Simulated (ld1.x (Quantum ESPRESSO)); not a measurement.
Pseudopotential generation for Ga: RRKJ, PBE, scalar-relativistic.

```
Element                 : Ga
Generator               : ld1.x (Quantum ESPRESSO) 7.5
Type                    : norm-conserving RRKJ (Kleinman–Bylander form)
Functional              : PBE
Relativity              : scalar-relativistic
Frozen core             : [Ar]
Valence charge          : 13
Reference configuration : 3d10 4s1.75 4p1.25
Partial waves           : 4s (bound): rc 1.55 bohr; 4p (bound): rc 2.40 bohr; 3d (bound): rc 1.35 bohr
Local potential         : all-electron potential smoothed inside 1.15 bohr (lloc = -2)
Core correction         : none
```

Problem. Does the generator finish with these settings?

Solution. Yes, a potential is produced and its reference levels are reproduced.

Problem. Estimate the cutoffs (Ry, on a coarse ladder) from which the occupation-weighted sum of valence levels, in a spherical-Bessel basis at the reference potential, stays within 10 and 1 mRy of its value at 400 Ry.

Solution. 140 Ry and 200 Ry.

Problem. What does a ghost test show?

Solution. No extra level below or beside the all-electron valence levels (s, p, d, f tested).

Problem. Which valence shell sets the plane-wave cutoff?

Solution. 3d: its level needs 140 Ry to come within 1 mRy, against 18 Ry for 4s.

No test is counted, since the test run did not reproduce the reference configuration.
